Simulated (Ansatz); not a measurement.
Molecule: germyl acetate, C$_{2}$H$_{6}$GeO$_{2}$, charge 0, multiplicity 1. SMILES: CC(=O)[O][GeH3]
Structure (B3LYP-D3(BJ)/def2-TZVP (Ansatz, a first-principles code) minimum search):
```xyz
11

C      2.7758     0.1158    -0.2970
C      1.3697    -0.2465     0.0946
O      1.0723    -1.1549     0.8383
O      0.4528     0.5469    -0.4679
Ge    -1.2907     0.1474    -0.0217
H      2.8817     0.0558    -1.3810
H      3.4795    -0.5567     0.1852
H      2.9831     1.1468    -0.0077
H     -1.6164    -1.2643    -0.5134
H     -1.4686     0.3252     1.4874
H     -2.0315     1.2250    -0.8231
```

Property: atomisation energy (electronic, to ground-state atoms), in eV. Valence correlation only, unless marked. Open shells are spin-unrestricted. Spin-orbit coupling is left out. The frozen core is the preceding noble-gas configuration, with the filled d and f shells of earlier blocks. Non-relativistic. The coupled-cluster limit lacks core correlation, which all-electron functionals hold. Basis-set limits of correlation are two-point, X^-3; Hartree-Fock from the larger set.

```csv
level,program,atomisation energy (eV)
PBE-D4/def2-TZVPD,Ansatz + dftd4,44.01
B2GP-PLYP-D4/def2-TZVPD,Ansatz + dftd4,(withheld)
RPA@PBE/cc-pVTZ,Ansatz,(withheld)
"CCSD(T)/CBS(aug-cc-pVTZ,aug-cc-pVQZ)",Ansatz,43.06
```

### Question
Complete the blanks.

### Answer

- B2GP-PLYP-D4/def2-TZVPD, atomisation energy (eV): 42.44
- RPA@PBE/cc-pVTZ, atomisation energy (eV): 39.94
